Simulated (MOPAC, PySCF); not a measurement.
H₃ClSn, SMILES `[SnH3][Cl]`, neutral singlet in the gas phase. 

Z-matrix (Å, degrees):
```
Sn
H 1 1.7043
H 1 1.7043 2 112.69
H 1 1.7043 2 112.69 3 -128.91
Cl 1 2.3565 2 106.02 3 115.55
```
Charge 0, multiplicity 1.

All levels are single points at this geometry (B3LYP-D3(BJ)/def2-TZVP); Pople sets use spherical d functions. Orbital energies aren't observables, and empty levels follow the basis.

B3LYP/6-311+G** (LANL2DZ on Sn) in PySCF gives dipole (D) = 3.16.

Problem. Estimate the dipole (D) from each of these levels: B3LYP-D3(BJ)/def2-TZVP in PySCF; PBE-D3(BJ)/def2-TZVP in PySCF; B3LYP/6-31G* (LANL2DZ on Sn) in PySCF; B3LYP/LANL2DZ in PySCF; PM3 in MOPAC.

Solution. 
```
level                                  dipole (D)
-------------------------------------  ----------
B3LYP-D3(BJ)/def2-TZVP in PySCF              2.56
PBE-D3(BJ)/def2-TZVP in PySCF                2.45
B3LYP/6-31G* (LANL2DZ on Sn) in PySCF        3.07
B3LYP/LANL2DZ in PySCF                       3.42
PM3 in MOPAC                                 2.40
```
